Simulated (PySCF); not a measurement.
Cs: electron affinity

Cs⁻ [Xe] 6s2 (1S) → Cs [Xe] 6s1 (2S), as a difference of total energies. Computed with PySCF 2.14 in def2-QZVPPD with the def2 core potential (46 electrons), with a scalar-relativistic core potential. Correlated levels: valence: 5s2 5p6 frozen. The calculations carry no spin-orbit coupling.

| method | electron affinity (eV) |
| --- | --- |
| UHF | -0.089 |
| MP2 (valence) | 0.252 |
| SCS-MP2 (valence) | 0.320 |
| CCSD (valence) | 0.432 |

Errors of the correlated levels include the incompleteness of this basis and the frozen core.

A negative affinity means that the anion lies above the atom at that level of theory.

With two correlated electrons CCSD is exact in that space.

The coupled-cluster amplitudes are large for Cs⁻ (T1 above 0.03 or a double amplitude above 0.15), so a single reference is strained.

For comparison: 0.472 eV (measured; photodetachment measurements, as compiled on the Wikipedia data page of electron affinities).
